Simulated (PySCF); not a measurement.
C₄H₄N₂OS.
SMILES with atom numbers: `[CH3:1][C:2](=[O:3])[c:4]1[cH:5][n:6][s:7][n:8]1` (hydrogens: H9, H10, H11 on C1; H12 on C5)

Structure optimised with GFN2-xTB, isolated species.

**Question.** Give the optimised bond lengths and angles.

**Answer.** 
| bond | length (Å) |
| --- | --- |
| C1–C2 | 1.501 |
| C2=O3 | 1.209 |
| C2–C4 | 1.479 |
| C4–C5 | 1.418 |
| C5–N6 | 1.309 |
| N6–S7 | 1.625 |
| S7–N8 | 1.609 |
| C4–N8 | 1.325 |
| C1–H9, C1–H10, C1–H11 | 1.087 |
| C5–H12 | 1.074 |

Bonds in one row agree within 0.01 Å and their mean is given. A selection of angles:
| angle | degrees |
| --- | --- |
| C1–C2–O3 | 124.2 |
| C1–C2–C4 | 114.8 |
| O3–C2–C4 | 121.0 |
| C2–C4–C5 | 125.6 |
| C2–C4–N8 | 122.6 |
| C5–C4–N8 | 111.8 |
| C4–C5–N6 | 113.0 |
| C5–N6–S7 | 108.9 |
| N6–S7–N8 | 96.9 |
| C4–N8–S7 | 109.4 |

Dihedral angles: C1–C2–C4–C5 180° (antiperiplanar).

The 5-membered ring C4–C5–N6–S7–N8 has internal angles of 96.9° to 113.0°; it is planar, 0.00 Å rms from its mean plane, widest ring torsion 0°. The C–C distances run from 1.418 Å (C4–C5, aromatic) to 1.501 Å (C1–C2, drawn single), a spread of 0.083 Å. The 8 heavy atoms lie in one plane (0.001 Å rms). Of the pairs four or more bonds apart, N8···H9 is among the closest relative to their van der Waals radii: 2.75 Å, 100 % of the sum of Bondi's values. S7 (ring sulfur) is bent (angle 96.9°).

Point group: Cs (tolerance 0.08 Å). GFN2-xTB frequencies: not computed here. The numbers are those of one conformer.
